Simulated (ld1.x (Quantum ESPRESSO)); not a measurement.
## Transferability test, RRKJ potential for phosphorus (P)

```json
{
 "Element": "phosphorus",
 "Generator": "ld1.x (Quantum ESPRESSO) 7.5",
 "Type": "norm-conserving RRKJ (Kleinman–Bylander form)",
 "Functional": "PBE",
 "Relativity": "scalar-relativistic",
 "Frozen core": "[Ne]",
 "Valence charge": "5",
 "Reference configuration": "3s2 3p2.5 (charge +0.5)",
 "Partial waves": "3s (bound): rc 1.70 bohr; 3p (bound): rc 2.00 bohr",
 "Local potential": "the p channel",
 "Core correction": "Bessel-smoothed model core inside 1.05 bohr",
 "rho0": "0.005"
}
```

Energies are relative to the spin-unpolarised reference configuration 3s2 3p2.5; without spin polarisation the order of configurations can differ from experiment.

| valence configuration | charge | ΔE all-electron (eV) | error AE − PS (meV) |
| --- | --- | --- | --- |
| 3s2 3p3 | 0 | -3.775 | +0.7 |
| 3s2 3p2 | +1 | 5.955 | +0.5 |
| 3s2 3p1 | +2 | 25.102 | +10 |
| 3s0 3p5 | 0 | 13.426 | +7.0 |
| 3s1 3p3 | +1 | 15.075 | +4.5 |
| 3s1 3p4 | 0 | 4.759 | +1.6 |

(1) What are ΔE and the potential's error for 3s2 3p3.3?

## Answers

(1) ΔE = -5.082 eV all-electron; the error (AE − PS) is +1.3 meV.
